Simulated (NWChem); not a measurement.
System: SiNH$_{3}$, singlet; SMILES N[SiH]

Here is an NWChem input.

```
start job
memory heap 200 mb stack 900 mb global 1100 mb
geometry units angstroms noautosym nocenter noautoz
  Si     0.116148    -0.687165     0.000000
  H     -1.409970    -0.886398     0.000000
  N      0.016964     1.028371     0.000000
  H     -0.830296     1.587874     0.000000
  H      0.849250     1.609980     0.000000
end
basis spherical
  Si library def2-svp
  H library def2-svp
  N library def2-svp
end
dft
  xc m05-2x
  iterations 150
end
cosmo
  do_cosmo_smd true
  solvent benzene
end
task dft energy
```

NWChem printed, in part:

```
             Northwest Computational Chemistry Package (NWChem) 7.3.0
             --------------------------------------------------------

                             Geometry "geometry" -> ""
                             -------------------------

 Output coordinates in angstroms (scale by  1.889725989 to convert to a.u.)

  No.       Tag          Charge          X              Y              Z
 ---- ---------------- ---------- -------------- -------------- --------------
    1 Si                  14.0000     0.11614800    -0.68716500     0.00000000
    2 H                    1.0000    -1.40997000    -0.88639800     0.00000000
    3 N                    7.0000     0.01696400     1.02837100     0.00000000
    4 H                    1.0000    -0.83029600     1.58787400     0.00000000
    5 H                    1.0000     0.84925000     1.60998000     0.00000000

 Effective nuclear repulsion energy (a.u.)      50.5996551834

                                 NWChem DFT Module
                                 -----------------

 Summary of "ao basis" -> "ao basis" (spherical)
 ------------------------------------------------------------------------------
       Tag                 Description            Shells   Functions and Types
 ---------------- ------------------------------  ------  ---------------------
 Si                         def2-svp                 8       18   4s3p1d
 H                          def2-svp                 3        5   2s1p
 N                          def2-svp                 6       14   3s2p1d

 in cosmo_initialize ...
 calling solv_data for solv:benzene

 solvent parameters
 solvname_short: benzene
 solvname_long:  benzene
 dielec:        2.2706
 dielecinf:     2.2533
 nonaqueous SMD model solvent descriptors
 dielec:        2.2706
 sola:          0.0000
 solb:          0.1400
 solc:          1.0000
 solg:         40.6200
 solh:          0.0000
 soln:          1.5011

          ---------------
          -cosmo- solvent
          ---------------
 Cosmo: York-Karplus, doi: 10.1021/jp992097l
 dielectric constant -eps-     =   2.27
 screen = (eps-1)/(eps    )    =   0.55959
 surface charge correction     = lagrangian

   van der Waals surface
 --------------------------

 ---------- ATOMIC COORDINATES (A.U.) ------------ VDWR(ANG.) --
     1    0.21948789   -1.29855356    0.00000000     2.470
     2   -2.66445695   -1.67504934    0.00000000     1.200
     3    0.03205731    1.94333940    0.00000000     1.890
     4   -1.56903193    3.00064676    0.00000000     1.200
     5    1.60484980    3.04242105    0.00000000     1.200
 number of segments per atom =        128
 number of   points per atom =        128
 atom (   nspa,  nppa )
 ----------------------
    1 (    104,     0 )       0
    2 (     34,     0 )       0
    3 (     56,     0 )       0
    4 (     46,     0 )       0
    5 (     48,     0 )       0
 number of -cosmo- surface points =      288
 molecular surface =     88.866 angstrom**2
 molecular volume  =     72.917 angstrom**3
 -lineq- algorithm             =   0
 -bem- low  level              =   3
 -bem- from -octahedral-
 gaussian surface charge width =   4.50000
 degree of switching           =   1.00000
 switching function tolerance  =   0.00010
 atomic radii =
 --------------
    1 14.000  2.470
    2  1.000  1.200
    3  7.000  1.890
    4  1.000  1.200
    5  1.000  1.200
 ...... end of -cosmo- initialization ......

 nat:                     5
 ixmem:                  1509
 calling mnsol_interface()
 G(SMD-CDS) energy (kcal/mol)  =    -0.085
 SMD-CDS SASA (angstrom**2)    =   102.062

            General Information
            -------------------
          SCF calculation type: DFT
          Wavefunction type:  closed shell.
          No. of atoms     :     5
          No. of electrons :    24
           Alpha electrons :    12
            Beta electrons :    12
          Charge           :     0
          Spin multiplicity:     1
          Use of symmetry is: off; symmetry adaption is: off
          Maximum number of iterations: 150
          AO basis - number of functions:    47
                     number of shells:    23
          Convergence on energy requested:  1.00D-06
          Convergence on density requested:  1.00D-05
          Convergence on gradient requested:  5.00D-04

              XC Information
              --------------
                       M05-2X Method XC Functional
                     Hartree-Fock (Exact) Exchange  0.560
                M05-2X metaGGA Exchange Functional  0.440
                      M05-2X Correlation Potential  1.000

             Grid Information
             ----------------
          Grid used for XC integration:  medium
          Radial quadrature: Mura-Knowles
          Angular quadrature: Lebedev.
          Tag              B.-S. Rad. Rad. Pts. Rad. Cut. Ang. Pts.
          ---              ---------- --------- --------- ---------
          Si                  1.10       88           8.0       590
          H                   0.35       45          10.0       434
          N                   0.65       49           8.0       434
          Grid pruning is: on
          Number of quadrature shells:   272
          Spatial weights used:  Erf1

      Superposition of Atomic Density Guess
      -------------------------------------

 Sum of atomic energies:        -344.48056295

      Non-variational initial energy
      ------------------------------

 Total energy =    -345.065322
 1-e energy   =    -575.768070
 2-e energy   =     180.103094
 HOMO         =      -0.229066
 LUMO         =      -0.036287

   convergence    iter        energy       DeltaE   RMS-Dens  Diis-err
 ---------------- ----- ----------------- --------- --------- ---------
     COSMO gas phase
 d= 0,ls=0.0,diis     1   -345.8510211664 -3.96D+02  1.04D-02  1.98D-01
 d= 0,ls=0.0,diis     2   -345.8562394517 -5.22D-03  5.18D-03  1.72D-01
 d= 0,ls=0.0,diis     3   -345.8748893471 -1.86D-02  1.22D-03  8.98D-03
 d= 0,ls=0.0,diis     4   -345.8759443271 -1.05D-03  2.02D-04  2.65D-05
 d= 0,ls=0.0,diis     5   -345.8759510665 -6.74D-06  6.43D-05  1.56D-06
 d= 0,ls=0.0,diis     6   -345.8759514760 -4.09D-07  9.14D-06  4.07D-08

   convergence    iter        energy       DeltaE   RMS-Dens  Diis-err
 ---------------- ----- ----------------- --------- --------- ---------
     COSMO solvation phase
 d= 0,ls=0.0,diis     1   -345.8794213876 -3.47D-03  1.17D-03  6.32D-04
 d= 0,ls=0.0,diis     2   -345.8796578339 -2.36D-04  3.31D-04  8.18D-05
 d= 0,ls=0.0,diis     3   -345.8796684889 -1.07D-05  1.05D-04  5.62D-05
 d= 0,ls=0.0,diis     4   -345.8796755185 -7.03D-06  3.85D-05  3.14D-06
 d= 0,ls=0.0,diis     5   -345.8796759911 -4.73D-07  1.01D-05  7.38D-08
 d= 0,ls=0.0,diis     6   -345.8796760089 -1.78D-08  2.04D-06  6.58D-09

         Total DFT energy =     -345.879676008855
      One electron energy =     -577.642816820022
           Coulomb energy =      210.047671491982
    Exchange-Corr. energy =      -28.876862857221
 Nuclear repulsion energy =       50.599655183354

             COSMO energy =       -0.007323006947

 Numeric. integr. density =       24.000002858479

                                COSMO-SMD solvation results
                                ---------------------------

             internal energy in gas <Psi(g)|H|Psi(g)> =      -345.875951475997
         internal energy in solvent <Psi(s)|H|Psi(s)> =      -345.875664618132
                               delta internal energy  =         0.000286857865 (    0.18 kcal/mol)
   total free energy in solvent <Psi(s)|H+V/2|Psi(s)> =      -345.879540843572
 polarization energy contribution <Psi(s)|V/2|Psi(s)> =        -0.003876225439 (   -2.43 kcal/mol)
    total free energy in solvent including G(SMD-CDS) =      -345.879676008855
                       G(SMD-CDS) energy contribution =        -0.000135165283 (   -0.08 kcal/mol)
     1 M fixed-concentration free energy of solvation =        -0.003724532857 (   -2.34 kcal/mol)

                       DFT Final Molecular Orbital Analysis
                       ------------------------------------

 Vector   10  Occ=2.000000D+00  E=-4.186422D-01
              MO Center= -5.6D-01, -4.5D-01, -5.3D-11, r^2= 2.2D+00
   Bfn.  Coefficient  Atom+Function         Bfn.  Coefficient  Atom+Function
  ----- ------------  ---------------      ----- ------------  ---------------
    19      0.314674  2 H  s                 28     -0.305518  3 N  py
     3      0.264761  1 Si s                  9     -0.213598  1 Si py
    20      0.195422  2 H  s                 31      0.169847  3 N  py
     2      0.157883  1 Si s                 26     -0.152999  3 N  s
    43      0.152434  5 H  s                 12     -0.135625  1 Si py

 Vector   11  Occ=2.000000D+00  E=-3.570642D-01
              MO Center=  2.9D-02,  8.1D-01, -1.0D-10, r^2= 1.2D+00
   Bfn.  Coefficient  Atom+Function         Bfn.  Coefficient  Atom+Function
  ----- ------------  ---------------      ----- ------------  ---------------
    29      0.531740  3 N  pz                32     -0.453864  3 N  pz
    13     -0.179591  1 Si pz                10     -0.149217  1 Si pz
     7      0.087869  1 Si pz                15     -0.065619  1 Si d -1

 Vector   12  Occ=2.000000D+00  E=-2.729708D-01
              MO Center=  2.4D-01, -8.8D-01, -1.2D-10, r^2= 2.4D+00
   Bfn.  Coefficient  Atom+Function         Bfn.  Coefficient  Atom+Function
  ----- ------------  ---------------      ----- ------------  ---------------
     4      0.427852  1 Si s                  3      0.396261  1 Si s
    11      0.292104  1 Si px                 8      0.278535  1 Si px
    20     -0.258633  2 H  s                 19     -0.246954  2 H  s
     2      0.239001  1 Si s                 12     -0.170596  1 Si py
     5     -0.151108  1 Si px                 9     -0.148905  1 Si py

 Vector   13  Occ=0.000000D+00  E=-1.409475D-02
              MO Center=  9.3D-02, -5.9D-01,  2.8D-10, r^2= 2.8D+00
   Bfn.  Coefficient  Atom+Function         Bfn.  Coefficient  Atom+Function
  ----- ------------  ---------------      ----- ------------  ---------------
    13      0.773412  1 Si pz                10      0.339604  1 Si pz
    32     -0.332472  3 N  pz                29      0.257161  3 N  pz
     7     -0.191437  1 Si pz                15     -0.043631  1 Si d -1

 Vector   14  Occ=0.000000D+00  E= 6.979821D-02
              MO Center=  1.0D-01, -1.7D-01,  3.6D-11, r^2= 4.6D+00
   Bfn.  Coefficient  Atom+Function         Bfn.  Coefficient  Atom+Function
  ----- ------------  ---------------      ----- ------------  ---------------
    26      1.064748  3 N  s                 12     -0.826147  1 Si py
    20     -0.682901  2 H  s                 11     -0.644241  1 Si px
    39     -0.515665  4 H  s                 44     -0.295801  5 H  s
    25      0.164233  3 N  s                  9     -0.161318  1 Si py
     3      0.146924  1 Si s                  8     -0.126890  1 Si px

 Vector   15  Occ=0.000000D+00  E= 1.410591D-01
              MO Center= -2.1D-02,  3.2D-01,  2.4D-11, r^2= 5.3D+00
   Bfn.  Coefficient  Atom+Function         Bfn.  Coefficient  Atom+Function
  ----- ------------  ---------------      ----- ------------  ---------------
    20      1.420679  2 H  s                 11      1.128204  1 Si px
    26      1.103561  3 N  s                  4     -1.033425  1 Si s
    44     -0.953507  5 H  s                 12     -0.216826  1 Si py
    39     -0.198999  4 H  s                  8      0.189892  1 Si px
     3     -0.177645  1 Si s                 19      0.161808  2 H  s

     Multipole analysis of the density
     ---------------------------------

     L   x y z        total         alpha         beta         nuclear
     -   - - -        -----         -----         ----         -------
     0   0 0 0     -0.000000    -12.000000    -12.000000     24.000000

     1   1 0 0     -0.083815     -0.376204     -0.376204      0.668593
     1   0 1 0      0.995601      0.601978      0.601978     -0.208356
     1   0 0 1      0.000000      0.000000      0.000000      0.000000

     2   2 0 0    -16.019535    -14.418957    -14.418957     12.818378
     2   1 1 0      0.715528     -0.183970     -0.183970      1.083468
     2   1 0 1      0.000000      0.000000      0.000000      0.000000
     2   0 2 0    -13.838003    -42.473678    -42.473678     71.109352
     2   0 1 1     -0.000000     -0.000000     -0.000000      0.000000
     2   0 0 2    -14.939380     -7.469690     -7.469690      0.000000
```

Level: M05-2X/def2-SVP, SMD on the gas-phase geometry. Low-valent species are run as closed-shell singlets; no triplet was tried in these runs. Structure relaxed at the PBE0/def2-SVP level. Solvent: benzene.
